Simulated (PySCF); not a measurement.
Bonds (- single, = double, # triple, : aromatic): O1=C2 1.207 Å, C2-C3 1.466 Å, C3:C4 1.436 Å, C4:C5 1.359 Å, C5:O6 1.355 Å, O6:C7 1.335 Å, C7:C3 1.373 Å. C2 carries H8; C4 carries H9; C5 carries H10; C7 carries H11.

Single conformer, no solvent model, no relativistic terms. Coordinates at the PBE0-D3(BJ)/def2-SVP level; B3LYP/pcSseg-2 with gauge-including orbitals; PySCF 2.14.0 with density-fitted response routines.

Chemical shifts δ = σref − σ; TMS for ¹³C, ¹H; ¹⁷O vs H2O, all at this level.

```json
{"atoms": "C7", "nucleus": "¹³C", "count": "1", "δ (ppm)": "?"}
{"atoms": "H11", "nucleus": "¹H", "count": "1", "δ (ppm)": "8.21"}
{"atoms": "O1", "nucleus": "¹⁷O", "count": "1", "δ (ppm)": "639.6"}
{"atoms": "H9", "nucleus": "¹H", "count": "1", "δ (ppm)": "6.87"}
{"atoms": "C3", "nucleus": "¹³C", "count": "1", "δ (ppm)": "138.7"}
{"atoms": "H8", "nucleus": "¹H", "count": "1", "δ (ppm)": "10.20"}
{"atoms": "H10", "nucleus": "¹H", "count": "1", "δ (ppm)": "7.47"}
{"atoms": "C5", "nucleus": "¹³C", "count": "1", "δ (ppm)": "151.7"}
{"atoms": "C2", "nucleus": "¹³C", "count": "1", "δ (ppm)": "192.9"}
{"atoms": "C4", "nucleus": "¹³C", "count": "1", "δ (ppm)": "?"}
{"atoms": "O6", "nucleus": "¹⁷O", "count": "1", "δ (ppm)": "?"}
```

Problem. Estimate the values marked ?.

Solution. 
- C7: 155.4 ppm, aromatic CH next to the ring oxygen
- C4: 119.4 ppm, aromatic CH
- O6: 311.8 ppm, aromatic ring oxygen

Shifts are as computed. Against solution values, carbons near 30 ppm lie about +3 ppm off and those near 130 ppm about +8 ppm. Of 1211 compounds with measured shifts, 218 miss one by over three times the rms of a fit or turn the order of signals round; such compounds aren't used in these exercises. Unscaled 17O shifts of doubly bonded oxygen tend to come out too high, by tens of ppm or more. Experimental scales use liquid or dissolved standards, which lie at an offset from isolated H2O (liquid H2O: subtract about 36 ppm).
